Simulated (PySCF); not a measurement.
C3H10OSi, SMILES CC(C)(O)[SiH3]. Atoms are numbered in the order given.

```xyz
15

C     -0.9716    -0.6123     1.2629
C     -0.3872     0.0290     0.0000
C     -0.9716    -0.6123    -1.2629
O     -0.6384     1.4398     0.0000
Si     1.5281    -0.0693     0.0000
H     -2.0727    -0.5066     1.2663
H     -0.7434    -1.6885     1.3208
H     -0.5834    -0.1220     2.1686
H     -0.7434    -1.6885    -1.3208
H     -2.0727    -0.5066    -1.2663
H     -0.5834    -0.1220    -2.1686
H     -1.5983     1.5723     0.0000
H      2.0696     0.5942     1.2193
H      1.9540    -1.5022     0.0000
H      2.0696     0.5942    -1.2193
```
Charge 0, spin multiplicity 1.

Geometry optimised at B3LYP-D3(BJ)/def2-SVP. The values are those of a single conformer.

Two levels are set side by side: PBE/pcSseg-1 (PySCF) and B3LYP/pcSseg-1 (PySCF). GIAO shifts against H2O (¹⁷O), TMS (²⁹Si), TMS (¹H), TMS (¹³C) at the same level; non-relativistic, no solvent, atoms listed together averaged. Differences are taken from unrounded values.

| quantity | PBE |
|---|---|
| δ(¹³C) of C1, C3 (ppm) | 34.8 |
| δ(¹³C) of C2 (ppm) | 70.8 |
| δ(¹⁷O) of O4 (ppm) | 99.7 |
| δ(²⁹Si) of Si5 (ppm) | -54.0 |
| δ(¹H) of H12 (ppm) | -0.21 |

Q: These are the PBE values. What does B3LYP give? (An estimate is asked for; the answer gives what the named calculation found.)

A: 
```json
[
 {"quantity": "δ(¹³C) of C1, C3 (ppm)", "B3LYP": "34.3", "PBE minus B3LYP": "0.5"},
 {"quantity": "δ(¹³C) of C2 (ppm)", "B3LYP": "68.6", "PBE minus B3LYP": "2.2"},
 {"quantity": "δ(¹⁷O) of O4 (ppm)", "B3LYP": "91.6", "PBE minus B3LYP": "8.1"},
 {"quantity": "δ(²⁹Si) of Si5 (ppm)", "B3LYP": "-51.7", "PBE minus B3LYP": "-2.2"},
 {"quantity": "δ(¹H) of H12 (ppm)", "B3LYP": "-0.03", "PBE minus B3LYP": "-0.18"}
]
```

Rough cost on one machine, each run with all the roots and properties that it gave: B3LYP against PBE within a factor of 2.
